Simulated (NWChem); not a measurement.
System: SiH₂SCl₂; SMILES S[SiH](Cl)Cl

Here is an NWChem input.

```
start job
memory heap 200 mb stack 900 mb global 1100 mb
geometry units angstroms noautosym nocenter noautoz
  Si     0.014036     0.030555     0.474505
  S      0.591035    -1.844531    -0.340915
  Cl     1.212956     1.558808    -0.205361
  Cl    -1.915685     0.328144    -0.151614
  H      0.061220     0.070008     1.954068
  H      1.839795    -1.781825     0.176428
end
basis spherical
  * library cc-pvtz
end
dft
  xc b3lyp
  iterations 150
end
property
  efieldgrad
end
task dft property
```

Excerpt of the output:

```
             Northwest Computational Chemistry Package (NWChem) 7.3.0
             --------------------------------------------------------

                             Geometry "geometry" -> ""
                             -------------------------

 Output coordinates in angstroms (scale by  1.889725989 to convert to a.u.)

  No.       Tag          Charge          X              Y              Z
 ---- ---------------- ---------- -------------- -------------- --------------
    1 Si                  14.0000     0.01403600     0.03055500     0.47450500
    2 S                   16.0000     0.59103500    -1.84453100    -0.34091500
    3 Cl                  17.0000     1.21295600     1.55880800    -0.20536100
    4 Cl                  17.0000    -1.91568500     0.32814400    -0.15161400
    5 H                    1.0000     0.06122000     0.07000800     1.95406800
    6 H                    1.0000     1.83979500    -1.78182500     0.17642800

 Effective nuclear repulsion energy (a.u.)     336.8230672098

                              NWChem Property Module
                              ----------------------

  itol2e modified to match energy
  convergence criterion.

                                 NWChem DFT Module
                                 -----------------

 Summary of "ao basis" -> "ao basis" (spherical)
 ------------------------------------------------------------------------------
       Tag                 Description            Shells   Functions and Types
 ---------------- ------------------------------  ------  ---------------------
 Si                         cc-pvtz                 12       34   5s4p2d1f
 S                          cc-pvtz                 12       34   5s4p2d1f
 Cl                         cc-pvtz                 12       34   5s4p2d1f
 H                          cc-pvtz                  6       14   3s2p1d

  itol2e modified to match energy
  convergence criterion.

[...]

          -----------------------
          Electric field gradient
          -----------------------

 1 a.u. = 0.324123 10**(16) esu/cm**3  ( or statvolts/cm**2 ) = 0.97174 10**(22) v/m**2

 ------------------------------------------------------------
   Atom      X         Y         Z
 ------------------------------------------------------------
    1 Si   0.02652   0.05774   0.89668
 ------------------------------------------------------------

 Electric field gradient in molecular frame (a.u.)
         XX             YY             ZZ             XY             XZ             YZ
 ------------------------------------------------------------------------------------------
       -0.369731      -0.130757       0.500488      -0.069371      -0.014138       0.158709

 Principal components (a.u.) and orientation
 of principal axis w.r.t. absolute frame                      Asymmetry parameter eta
 --------------------------------------------------------------------------------------
        0.539126      -0.389360      -0.149766                       0.444413

       -0.032950       0.959789      -0.278781
        0.233643       0.278601       0.931554
        0.971764      -0.034440      -0.233427

 ------------------------------------------------------------
   Atom      X         Y         Z
 ------------------------------------------------------------
    2 S    1.11689  -3.48566  -0.64424
 ------------------------------------------------------------

 Electric field gradient in molecular frame (a.u.)
         XX             YY             ZZ             XY             XZ             YZ
 ------------------------------------------------------------------------------------------
       -1.269277      -0.008292       1.277569       0.797896      -0.849329      -0.780732

 Principal components (a.u.) and orientation
 of principal axis w.r.t. absolute frame                      Asymmetry parameter eta
 --------------------------------------------------------------------------------------
        2.025262      -1.728824      -0.296437                       0.707260

       -0.323287       0.921182       0.216585
       -0.447056      -0.350399       0.823020
        0.834042       0.169246       0.525099

 ------------------------------------------------------------
   Atom      X         Y         Z
 ------------------------------------------------------------
    3 Cl   2.29215   2.94572  -0.38808
 ------------------------------------------------------------

 Electric field gradient in molecular frame (a.u.)
         XX             YY             ZZ             XY             XZ             YZ
 ------------------------------------------------------------------------------------------
       -0.103270      -0.677449       0.780719      -1.291260       0.538617       0.747349

 Principal components (a.u.) and orientation
 of principal axis w.r.t. absolute frame                      Asymmetry parameter eta
 --------------------------------------------------------------------------------------
       -2.015881       1.095813       0.920067                       0.087181

        0.590405      -0.019786       0.806865
        0.744126       0.400496      -0.534676
       -0.312567       0.916085       0.251178

 ------------------------------------------------------------
   Atom      X         Y         Z
 ------------------------------------------------------------
    4 Cl  -3.62012   0.62010  -0.28651
 ------------------------------------------------------------

[...]
```

Level: B3LYP/cc-pVTZ. The geometry was optimised at PBE0/def2-SVP. NWChem prints the field gradient with the sign opposite to the second derivative of the potential.
